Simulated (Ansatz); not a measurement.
Process, species as SMILES: NB(Br)Br + H+ → [NH3+]B(Br)Br
Each molecule is optimised on its own at B3LYP-D3(BJ)/def2-TZVP (Ansatz, a first-principles code), one conformer each, not searched for the lowest.

Property: proton affinity (electronic energy difference), positive where the reaction releases energy, in kJ/mol. Correlated levels leave the core frozen unless marked. No spin-orbit coupling. The frozen core is the preceding noble-gas configuration, with the filled d and f shells of earlier blocks. No relativistic terms. Basis-set limits of correlation are two-point, X^-3; Hartree-Fock from the larger set (for Q and 5 zeta extrapolated as (X+1)exp(-9√X)).

```tsv
level	program	proton affinity (kJ/mol)
HF/cc-pVQZ	Ansatz	795.9
PBE0-D3(BJ)/def2-TZVPD	Ansatz + dftd3	800.4
BHLYP-D3(BJ)/def2-TZVPD	Ansatz + dftd3	794.8
BHLYP/def2-TZVPD	Ansatz	791.5
r2SCAN0-D4/def2-TZVPD	Ansatz + dftd4	794.7
RPA@PBE/cc-pVTZ	Ansatz	828.3
MP2/cc-pVDZ	Ansatz	807.8
SCS-MP2/cc-pVDZ	Ansatz	813.5
CCSD(T)/STO-3G	Ansatz	1052.9
CCSD(T)/CBS(cc-pVQZ,cc-pV5Z)	Ansatz	793.0
```
